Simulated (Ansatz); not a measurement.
C3H4AlNO (`C=[N][Al]1[O][C]1=C`) from Hartree–Fock to CCSD(T)

```tsv
atom	x (Å)	y (Å)	z (Å)
C1	-0.7347	-0.6569	2.9757
N2	-0.5206	-0.4364	1.7696
Al3	-0.1784	-0.1176	0.1140
O4	-0.7875	-0.3964	-1.4750
C5	0.4103	0.3608	-1.5663
C6	0.9971	0.8002	-2.6647
H7	-1.3311	0.0237	3.6010
H8	-0.3429	-1.5468	3.4900
H9	1.9136	1.3709	-2.5996
H10	0.5741	0.5985	-3.6447
```

The species carries charge 0 and has multiplicity 1. All single points use the PBE0-D4/def2-TZVP geometry. It is one conformer, not always the lowest. Frozen core, restricted reference, Ansatz. CBS rows extrapolate triple and quadruple zeta; past MP2 they add the triple-zeta difference.

```tsv
basis	HF (Eh)	MP2 corr.
def2-SVP	-486.84161	-0.78460
def2-TZVPP	-487.22108	-0.96982
def2-QZVPP	-487.23947	-1.03844
```

Question: Estimate the CCSD correlation energy and the (T) correction in each basis where they were run (hartree).

Answer: 
```json
{"basis": "def2-SVP", "CCSD corr.": "-0.82218", "(T)": "-0.03092"}
{"basis": "def2-TZVPP", "CCSD corr.": "-0.99355", "(T)": "-0.04799"}
{"basis": "CBS(def2)", "CCSD corr.": "-1.11299", "(T)": "as TZ"}
```
